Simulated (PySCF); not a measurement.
O2Zr, singlet, geometry from GFN2-xTB (such geometries of metal compounds can be far from the true shape) (core potentials on Zr); PBE0/def2-TZVP, polarisability (PySCF).

PySCF was given this input:
```python
from pyscf import gto, scf, dft
from pyscf.prop import polarizability

mol = gto.M(
    atom='''
Zr    0.17803134   -0.16744945    0.18175428
O     0.64821640    0.61247191   -1.34669447
O    -1.53837309    0.22477535    0.43792307
''',
    basis='def2-tzvp',
    ecp={'Zr': 'def2-tzvp'},
    verbose=4,
)

mf = dft.RKS(mol)
mf.xc = 'pbe0'
mf.kernel()
alpha = mf.Polarizability().polarizability()[2, 2]
print('alpha_zz =', alpha)
```

Problem. Write the output that PySCF gives for this input, abridged.

Solution. 
```
site-packages/pyscf/prop/efg/rhf.py:45: UserWarning: Module EFG is under testing
  warnings.warn('Module EFG is under testing')
site-packages/pyscf/prop/efg/dhf.py:30: UserWarning: Module EFG is under testing
  warnings.warn('Module EFG is under testing')
site-packages/pyscf/prop/zfs/uhf.py:40: UserWarning: Module ZFS is under testing
  warnings.warn('Module ZFS is under testing')
site-packages/pyscf/prop/gtensor/uhf.py:43: UserWarning: Module g-tensor is under testing
  warnings.warn('Module g-tensor is under testing')
site-packages/pyscf/prop/gtensor/uks.py:41: UserWarning: Module g-tensor is under testing
  warnings.warn('Module g-tensor is under testing')
site-packages/pyscf/prop/hfc/uks.py:35: UserWarning: Module HFC is under testing
  warnings.warn('Module HFC is under testing')
site-packages/pyscf/prop/magnetizability/rhf.py:39: UserWarning: Module magnetizability is under testing
  warnings.warn('Module magnetizability is under testing')
site-packages/pyscf/prop/magnetizability/uhf.py:37: UserWarning: Module magnetizability is under testing
  warnings.warn('Module magnetizability is under testing')
site-packages/pyscf/prop/magnetizability/rks.py:37: UserWarning: Module magnetizability is under testing
  warnings.warn('Module magnetizability is under testing')
site-packages/pyscf/prop/magnetizability/uks.py:39: UserWarning: Module magnetizability is under testing
  warnings.warn('Module magnetizability is under testing')
site-packages/pyscf/prop/polarizability/uhf.py:34: UserWarning: Module polarizability is under testing
  warnings.warn('Module polarizability is under testing')
site-packages/pyscf/prop/polarizability/rks.py:29: UserWarning: Module polarizability is under testing
  warnings.warn('Module polarizability is under testing')
site-packages/pyscf/prop/polarizability/uks.py:29: UserWarning: Module polarizability is under testing
  warnings.warn('Module polarizability is under testing')
PySCF version 2.14.0

[INPUT] verbose = 4
[INPUT] num. atoms = 3
[INPUT] num. electrons = 28
[INPUT] charge = 0
[INPUT] spin (= nelec alpha-beta = 2S) = 0
[INPUT] symmetry False subgroup None
[INPUT] Mole.unit = angstrom
[INPUT] Symbol           X                Y                Z      unit          X                Y                Z       unit  Magmom
[...]
nuclear repulsion = 68.9936518357292
number of shells = 36
number of NR pGTOs = 152
number of NR cGTOs = 102
basis = def2-tzvp
ecp = {'Zr': 'def2-tzvp'}

******** <class 'pyscf.dft.rks.RKS'> ********
method = RKS
initial guess = minao
damping factor = 0
level_shift factor = 0
DIIS = <class 'pyscf.scf.diis.CDIIS'>
diis_start_cycle = 1
diis_space = 8
diis_damp = 0
SCF conv_tol = 1e-09
SCF conv_tol_grad = None
SCF max_cycles = 50
direct_scf = True
direct_scf_tol = 1e-13
XC library pyscf.dft.libxc version 7.1.2
    S. Lehtola, C. Steigemann, M. J. T. Oliveira, and M. A. L. Marques,  SoftwareX 7, 1–5 (2018)
XC functionals = pbe0
    C. Adamo and V. Barone,  J. Chem. Phys. 110, 6158 (1999)
    M. Ernzerhof and G. E. Scuseria,  J. Chem. Phys. 110, 5029 (1999)
radial grids:
    Treutler-Ahlrichs [JCP 102, 346 (1995); DOI:10.1063/1.469408] (M4) radial grids

becke partition: Becke, JCP 88, 2547 (1988); DOI:10.1063/1.454033
pruning grids: <function nwchem_prune>
grids dens level: 3
symmetrized grids: False
atomic radii adjust function: <function treutler_atomic_radii_adjust>
small_rho_cutoff = 0
Set gradient conv threshold to 3.16228e-05
Initial guess from minao.
tot grids = 50560
init E= -191.879737465422
[...]
cycle= 1 E= -197.141148522847  delta_E= -5.26  |g|= 1.18  |ddm|=  4.7
[...]
cycle= 2 E= -193.52955474481  delta_E= 3.61  |g|= 3.95  |ddm|= 2.91
[...]
cycle= 3 E= -197.302743258778  delta_E= -3.77  |g|= 0.714  |ddm|= 2.64
[...]
cycle= 4 E= -197.43086491619  delta_E= -0.128  |g|= 0.183  |ddm|= 0.616
[...]
cycle= 5 E= -197.437142342219  delta_E= -0.00628  |g|= 0.0587  |ddm|= 0.144
[...]
cycle= 6 E= -197.437796997241  delta_E= -0.000655  |g|= 0.0246  |ddm|= 0.029
[...]
cycle= 7 E= -197.43791490929  delta_E= -0.000118  |g|= 0.0033  |ddm|= 0.0112
[...]
cycle= 8 E= -197.437917181827  delta_E= -2.27e-06  |g|= 0.00019  |ddm|= 0.00194
[...]
cycle= 9 E= -197.437917190317  delta_E= -8.49e-09  |g|= 0.00014  |ddm|= 0.00027
[...]
cycle= 10 E= -197.43791719313  delta_E= -2.81e-09  |g|= 8.03e-05  |ddm|= 0.0001
[...]
cycle= 11 E= -197.437917194607  delta_E= -1.48e-09  |g|= 7.89e-06  |ddm|= 5.57e-05
[...]
cycle= 12 E= -197.437917194657  delta_E= -4.92e-11  |g|= 1.4e-06  |ddm|= 2.44e-05
[...]
Extra cycle  E= -197.437917194653  delta_E= 3.47e-12  |g|= 4.02e-06  |ddm|= 3.02e-06
converged SCF energy = -197.437917194653
Isotropic polarizability 37.0895991173
Polarizability anisotropy 15.4898433689
alpha_zz = 39.14880325302322
```
